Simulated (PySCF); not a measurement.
H8N2Si2, SMILES N[SiH](N)[SiH3]. Geometry optimised at ωB97X-D3(BJ)/def2-SVP. One conformer was computed; it need not be the lowest.

Q: Give the equilibrium geometry at ωB97X-D3(BJ)/def2-SVP (PySCF confirms it by a frequency run) as Cartesian coordinates in Å. (An estimate is asked for; the answer gives what the named calculation found.)

A: One answer among several that fit: 
```xyz
12

N     -0.4936     1.7174    -0.4998
Si    -0.5686     0.1772     0.2868
N     -1.7122    -0.8147    -0.5513
Si     1.6364    -0.6123     0.2538
H     -1.3376     2.2617    -0.6481
H      0.3242     2.3105    -0.4136
H     -1.0652     0.1634     1.7026
H     -2.2860    -1.4821    -0.0497
H     -1.5732    -1.0832    -1.5192
H      2.6024     0.3968     0.7938
H      1.7724    -1.8587     1.0699
H      2.0550    -0.9351    -1.1464
```
